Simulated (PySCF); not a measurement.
Compound: C6H8N2.
Geometry (PBE0-D3(BJ)/def2-TZVP, Å), atoms numbered from 1 in this order:
```
atom  x, y, z in Å
C1     2.413    0.336   -0.197
N2     1.330   -0.577   -0.430
C3     0.034   -0.286   -0.129
C4    -0.965   -1.263   -0.235
C5    -2.270   -0.926    0.055
N6    -2.671    0.287    0.437
C7    -1.718    1.206    0.536
C8    -0.376    0.988    0.276
H9     2.283    1.253   -0.779
H10    3.343   -0.129   -0.520
H11    2.514    0.614    0.860
H12    1.558   -1.549   -0.530
H13   -0.718   -2.272   -0.545
H14   -3.046   -1.682   -0.026
H15   -2.041    2.196    0.851
H16    0.332    1.799    0.391
```

The closed-shell ground state was solved at several levels (PySCF, density fitting, gas phase, non-relativistic). The structure is a single PBE0-D3(BJ)/def2-TZVP conformer in the gas phase; no vibrational or solvent corrections.

| level | basis functions | total energy (Eh) | HOMO (eV) | LUMO (eV) | gap (eV) | dipole (D) |
| --- | --- | --- | --- | --- | --- | --- |
| B97-2/pcSseg-2 | 400 | -342.9522 | -6.10 | -0.23 | 5.87 | 4.52 |
| PBE0/pcSseg-2 | 400 | -342.6730 | -6.34 | -0.21 | 6.13 | 4.54 |
| KT3/pcSseg-2 | 400 | -348.5504 | -5.32 | -1.05 | 4.27 | 4.46 |

Question: Estimate the row for wB97X-D/pcSseg-2, a basis of 400 functions; the other rows only guide the guess.

Answer: Total energy -342.9564 Eh, HOMO -8.08 eV, LUMO 1.54 eV, gap 9.62 eV, dipole 4.52 D.

Question: Over all these levels, which gives the widest orbital gap and which the narrowest?

Answer: wB97X-D/pcSseg-2 (range-separated hybrid) has the widest, 9.62 eV, and KT3/pcSseg-2 (GGA) the narrowest, 4.27 eV. From the narrowest to the widest the HOMO moves by -2.76 eV and the LUMO by +2.59 eV.

Question: In the pcSseg-2 basis, how does the gap go with the fixed share of exact exchange?

Answer: KT3 (0 %) 4.27 eV; B97-2 (21 %) 5.87 eV; PBE0 (25 %) 6.13 eV. Each rise in the share widens the gap here.

Question: How far do the dipole and the HOMO energy spread over the levels?

Answer: The dipole runs from 4.46 to 4.54 D (mean 4.51 D) and the HOMO from -8.08 to -5.32 eV.

Note: wB97X-D ran without an empirical dispersion term, which enters the total energy and its gradient alone.
